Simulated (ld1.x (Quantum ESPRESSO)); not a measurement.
**Before and after: TM potential for C (Z = 6)**

ld1.x (Quantum ESPRESSO) 7.5 input, shortened:

```
&input
   title='C', zed=6., rel=0, dft='PZ', iswitch=3,
   config='[He] 2s1 2p3 3d-2'
 /
 &inputp
   pseudotype=2, tm=.true., lloc=0,
   nlcc=.true.
 /
3
2P  2  1   3.00   0.00  2.05  2.05  0.0
3D  3  2  -2.00   0.30  1.60  1.60  0.0
2S  1  0   1.00   0.00  0.80  0.80  0.0
 &test
   configts(1)='2s1 2p3'
 /
```

Change: wave 2s (bound): rc 0.80 bohr becomes 2s (bound): rc 1.16 bohr.

Cutoffs: the cutoffs (Ry, on a coarse ladder) from which the occupation-weighted sum of valence levels, in a spherical-Bessel basis at the reference potential, stays within 10 and 1 mRy of its value at 400 Ry; they do not see the model core or the augmentation charge, which bear on the density cutoff. Errors are all-electron minus pseudo energies relative to the spin-unpolarised reference configuration.

**Question.** How do hardness, ghosts and transferability respond?

**Answer.** The potential gets softer (90 Ry and 200 Ry → 30 Ry and 80 Ry); the errors of the 9 common tests hardly move; neither file shows a bound ghost. A larger radius leaves more room for a smooth pseudo-wave, so fewer plane waves are needed.

```tsv
quantity	base	changed
cutoff, loose	90 Ry	30 Ry
cutoff, tight	200 Ry	80 Ry
loose cutoff by channel (10 mRy a level)	p 25 Ry, s 90 Ry	p 25 Ry, s 30 Ry
bound ghosts	none	none
error for 2s2 2p2, meV [ΔE -8.23 eV]	+4.5	+4.1
error for 2s2 2p1, meV [ΔE 2.76 eV]	+82	+79
error for 2s2 2p0, meV [ΔE 27.03 eV]	+431	+421
error for 2s2 2p2.3, meV [ΔE -9.43 eV]	-1.5	-1.7
error for 2s2 2p1.5, meV [ΔE -4.20 eV]	+27	+26
error for 2s0 2p4, meV [ΔE 8.26 eV]	+5.5	+5.1
error for 2s1 2p0, meV [ΔE 74.98 eV]	+822	+810
error for 2s1 2p3 (spin-polarised), meV [ΔE -5.36 eV]	+135	+140
error for 2s2 2p2 (spin-polarised), meV [ΔE -9.36 eV]	+29	+28
s: phases at 2.26 bohr within 0.05 rad from the reference energy up to (Ry; the scan ends near 5)	2.4	2.5
p: phases at 2.26 bohr within 0.05 rad from the reference energy up to (Ry; the scan ends near 5)	2.0	2.0
d: phases at 2.26 bohr within 0.05 rad from the reference energy up to (Ry; the scan ends near 5)	to the end of the scan	to the end of the scan
```
